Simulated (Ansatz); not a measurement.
C$_{5}$H$_{15}$AlSi (SMILES C[SiH2]C[CH2][Al]([CH3])[CH3]), singlet, at a GFN2-xTB geometry (such geometries of metal compounds can be far from the true shape), with bond 19-6 at 1.4 times its length; Ansatz (a first-principles code) with SC-NEVPT2/STO-3G, CASSCF(6,6).

Input for Ansatz:
Ansatz 0.2 input:
```yaml
crystal:
  periodic: [false, false, false]
  atoms:
    - {symbol: Si, position_ang: [2.56096907, -0.59474518, -0.18802597]}
    - {symbol: C, position_ang: [3.91108513, 0.67071747, 0.23487162]}
    - {symbol: C, position_ang: [0.83564496, 0.15440428, 0.09178332]}
    - {symbol: C, position_ang: [-0.29484914, -0.84659684, -0.22459236]}
    - {symbol: Al, position_ang: [-2.08410666, 0.04051206, 0.00374238]}
    - {symbol: C, position_ang: [-2.17647654, 2.01429628, 0.29026929]}
    - {symbol: C, position_ang: [-3.75867140, -1.04000116, -0.06437792]}
    - {symbol: H, position_ang: [2.69121269, -0.99996999, -1.59668415]}
    - {symbol: H, position_ang: [2.72054905, -1.78426814, 0.66338602]}
    - {symbol: H, position_ang: [3.86099268, 0.97680557, 1.27570873]}
    - {symbol: H, position_ang: [3.82650855, 1.56553188, -0.37474700]}
    - {symbol: H, position_ang: [4.89748711, 0.25105858, 0.06470345]}
    - {symbol: H, position_ang: [0.70619360, 1.04705005, -0.52731163]}
    - {symbol: H, position_ang: [0.73218887, 0.49239129, 1.12687242]}
    - {symbol: H, position_ang: [-0.15243704, -1.23190393, -1.24407183]}
    - {symbol: H, position_ang: [-0.18238374, -1.72987036, 0.41920567]}
    - {symbol: H, position_ang: [-1.83773936, 2.59231851, -0.57610079]}
    - {symbol: H, position_ang: [-1.57965522, 2.36465665, 1.13868487]}
    - {symbol: H, position_ang: [-3.62322976, 2.44678217, 0.56083405]}
    - {symbol: H, position_ang: [-4.46931518, -0.64890508, -0.80041622]}
    - {symbol: H, position_ang: [-4.29137348, -1.04870924, 0.89253644]}
    - {symbol: H, position_ang: [-3.57293532, -2.08654472, -0.32930682]}
basis:
  gaussian:
    orbitals: STO-3G
magnetization: {spin_polarized: false}
correlation: {method: sc_nevpt2, electrons: all, active_space: {window: {electrons: 6, orbitals: 6}}}
```

Task: Write the output that Ansatz gives for this input, abridged.

Result: 
```
Functional definition: HF
749 factors; integrals over basis functions are off by at most 7.8e-5 eV
mean field evaluation 1: about -19600.7175 eV, gradient 1.8e1 eV
mean field evaluation 2: about -19600.9588 eV, gradient 1.8e1 eV
mean field evaluation 4: about -19602.5080 eV, gradient 9.5e-1 eV
mean field evaluation 8: about -19602.5105 eV, gradient 1.7e-4 eV
mean field -19602.51050198 eV, -720.3789738888 hartree, gradient 2.6e-6 eV, S^2 0.000000; 0 other end points of the search recorded, 0 dependent functions left out
reference -19602.51050198 eV, -720.3789738888 hartree; 36, 36 occupied and 22, 22 virtual orbitals, 749 factors
state -19604.50841533 eV, -720.4523958502 hartree
state -19604.50841533 eV, -720.4523958502 hartree; corrected -19612.84672714 eV, -720.7588231575 hartree
state -19604.45851187 eV, -720.4505619321 hartree
state -19604.45851187 eV, -720.4505619321 hartree; corrected -19612.81276906 eV, -720.7575752211 hartree
state -19604.50841533 eV, -720.4523958502 hartree; corrected -19612.84672714 eV, -720.7588231575 hartree
2 active orbitals were swapped for others, from the solution at -19604.45842831 eV, -720.4505588610 hartree to that at -19604.50835946 eV, -720.4523937969 hartree; typed "places" are swapped only where nearly empty or full, and so, without "given_window_search", are "orbital_numbers", "shells" and a window whose orbitals a file names under [Active]
Total energy: -19612.84672714 eV, -720.7588231575 hartree
```
